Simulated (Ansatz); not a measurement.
Start from `[OH][InH][ZnH]` and change one atom or group to get `[OH][InH][Cl]`.

Ansatz, PBE0-D4/def2-TZVP geometries, multiplicity 1. Each molecule was computed in one conformer, which needn't be the lowest.

Elements past krypton have def2 core potentials. Scalar relativity is left out up to krypton.

| property | `[OH][InH][ZnH]` |
| --- | --- |
| HOMO–LUMO gap (ωB97M-V/def2-TZVPP) / eV | 8.36 |
| HOMO energy (ωB97M-V/def2-TZVPP) / eV | -8.95 |
| zero-point energy (PBE0-D4/def2-TZVP) / kJ/mol | 66.4 |
| HOMO–LUMO gap (PBE/def2-TZVPP) / eV | 3.21 |
| ideal-gas entropy at 298 K and 1 bar (rigid rotor, harmonic PBE0-D4/def2-TZVP) / J/(mol·K) | 338 |
| size of the dipole moment (ωB97M-V/def2-TZVPP) / D | 1.75 |

Give the same properties after the change, and the shifts. (An estimate is asked.)

The calculation gave: 
```
                                                                                  property  `[OH][InH][Cl]`  shift
                                                   HOMO–LUMO gap (ωB97M-V/def2-TZVPP) / eV            10.91   2.55
                                                     HOMO energy (ωB97M-V/def2-TZVPP) / eV           -10.92  -1.97
                                            zero-point energy (PBE0-D4/def2-TZVP) / kJ/mol             53.5  -12.9
                                                       HOMO–LUMO gap (PBE/def2-TZVPP) / eV             4.89   1.68
ideal-gas entropy at 298 K and 1 bar (rigid rotor, harmonic PBE0-D4/def2-TZVP) / J/(mol·K)              314    -24
                                        size of the dipole moment (ωB97M-V/def2-TZVPP) / D             1.44  -0.31
```

With PBE0 the HOMO falls by 1.69 eV and the LUMO rises by 0.60 eV, so the gap widens by about 2.29 eV. PBE moves the HOMO by -1.20 eV and ωB97M-V by -1.97 eV. The zero-point energy changes by -12.9 kJ/mol with -3 modes. Dipoles are sizes alone; their direction can turn.
